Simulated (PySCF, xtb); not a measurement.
ClFH3NOSi, SMILES N[Si@@](O)(F)Cl. One conformer was computed; it need not be the lowest.

Harmonic wavenumbers (cm⁻¹) from GFN2-xTB in xtb at its own minimum, in rising order: 145, 161, 204, 238, 262, 264, 297, 505, 556, 771, 807, 844, 913, 983, 1506, 3493, 3525, 3657.

### Question
What does PBE0-D3(BJ)/def2-SVP in PySCF give at its own minimum? (The exact figures need the calculation; the answer reports its results.)

### Answer
164, 196, 226, 277, 318, 331, 385, 440, 559, 795, 811, 874, 955, 1006, 1539, 3617, 3717, 3921. Paired by order, the mean absolute difference is 63 cm⁻¹ and the zero-point energies are 27.4 and 28.8 kcal/mol.
